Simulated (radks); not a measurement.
The numbers below are computed, except where a source is named.
The holmium ion Ho2+, configuration [Kr] 4d10 4f11 5s1.75 5p6 6s0.25 (fractional occupations, a model configuration). Code: a radial shooting solver on a logarithmic mesh with Libxc functionals. Model: Dirac Kohn-Sham, PBEsol, spin-unpolarised, spherical densities, point nucleus; open shells fill j = l - 1/2 first.

Spin-orbit splittings of the eigenvalues, e(l+1/2) - e(l-1/2), with zeta = 2 splitting/(2l+1) and mean radii in bohr:

| shell | occ. | splitting (eV) | zeta (eV) | <r> j=l-1/2 | <r> j=l+1/2 |
|---|---|---|---|---|---|
| 2p | 6 | 856.5 | 571.0 | 0.07291 | 0.08008 |
| 3p | 6 | 178.9 | 119.2 | 0.2192 | 0.2327 |
| 3d | 10 | 39.09 | 15.64 | 0.2054 | 0.2096 |
| 4p | 6 | 40.15 | 26.77 | 0.5287 | 0.5599 |
| 4d | 10 | 7.281 | 2.912 | 0.5906 | 0.6017 |
| 4f | 11 | ? | ? | 0.8272 | 0.8446 |
| 5p | 6 | 5.143 | 3.429 | 1.430 | 1.533 |
| 5d | 0 | 0.3709 | 0.1483 | 2.359 | 2.415 |
| 6p | 0 | 0.6203 | 0.4136 | 3.996 | 4.211 |

Estimate the 4f splitting.

Answer. 0.9837 eV (zeta = 0.2811 eV).
